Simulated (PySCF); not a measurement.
Sn(Br)(OMe) (CH3BrOSn), SMILES C[O][Sn][Br] (connectivity only; charge and spin as stated), neutral, multiplicity 1. Coordinates come from a PBE-D3(BJ)/def2-SVP optimisation. The structure was generated by enumeration; whether it is a known compound was not checked. The def2 effective core potentials stand for the cores of Sn; spin–orbit coupling is left out. One conformer was computed; it need not be the lowest.

These are PBE-D3(BJ)/def2-SVP (PySCF) values and carry that method's errors.

Harmonic wavenumbers (cm⁻¹): 99, 103, 143, 221, 254, 490, 1083, 1121, 1136, 1404, 1412, 1416, 2909, 2992, 2995. Rotational constants (GHz): 2.967, 1.375, 0.9452; symmetry number 1.

Work out the zero-point energy and the ideal-gas rigid-rotor harmonic-oscillator thermochemistry at 298.15 K and 1 atm.

ZPE = ½ Σ hcν = ½ × 17779 cm⁻¹ = 106.34 kJ/mol. H − E(el) = 125.33 kJ/mol. Entropy in J/(mol K): translation 176.55, rotation 120.55, vibration 59.43, total 356.54. G − E(el) = 19.03 kJ/mol. Cp = 82.46 J/(mol K). Modes under 150 cm⁻¹ make the vibrational entropy uncertain.
